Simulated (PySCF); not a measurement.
## Dy⁺: excitation energy

Dy⁺ [Xe] 4f10 6s1 (high-spin determinant) → Dy⁺ [Xe] 4f9 6s1 6p1 (high-spin determinant), as a difference of total energies. All numbers are calculated (PySCF 2.14, the spin-free X2C one-electron Hamiltonian (Gaussian nucleus), in x2c-TZVPPall with one added diffuse shell each of s, p, d, f type (12s8p8d5f2g, 129 functions)). Correlated levels: valence: [Kr] 4d10 frozen; valence and next inner shell: [Ar] 3d10 frozen. The calculations carry no spin-orbit coupling.

| method | excitation energy (eV) |
| --- | --- |
| UHF | 0.655 |
| LDA | 6.146 |
| PBE | 5.911 |
| PBE0 | 4.802 |
| r2SCAN | 5.317 |
| MP2 (valence) | 4.786 |
| SCS-MP2 (valence) | 4.511 |
| MP2 (valence and next inner shell) | 5.176 |
| SCS-MP2 (valence and next inner shell) | 4.743 |

**Question.** How much does correlation contribute at MP2 (valence and next inner shell)?

**Answer.** 5.176 − (0.655) = 4.521 eV, measured against UHF.

A first-order spin-orbit estimate (lowest level to lowest level, LS coupling) adds 0.229 eV.

The determinant of the upper state and of the lower state mixes LS terms, which raises its energy above the lowest term, most at the Hartree-Fock and MP2 levels.
